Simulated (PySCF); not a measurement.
B(F)(OH)(SeH) (BFH₂OSe), SMILES OB(F)[SeH]. Geometry optimised at r2SCAN-D4/def2-SVP. Other conformers were not sampled.

Computed equilibrium geometry at r2SCAN-D4/def2-SVP (PySCF confirms it by a frequency run) as Cartesian coordinates in Å, and its point group (one conformer of several):
point group Cs.
```xyz
6

B     -0.0109    -0.9566     0.0000
F     -1.1888    -1.5897     0.0000
O      1.1470    -1.6506     0.0000
H      1.0004    -2.6075     0.0000
Se    -0.0254     0.9948     0.0000
H      1.4413     1.0786     0.0000
```
Charge 0, spin multiplicity 1.
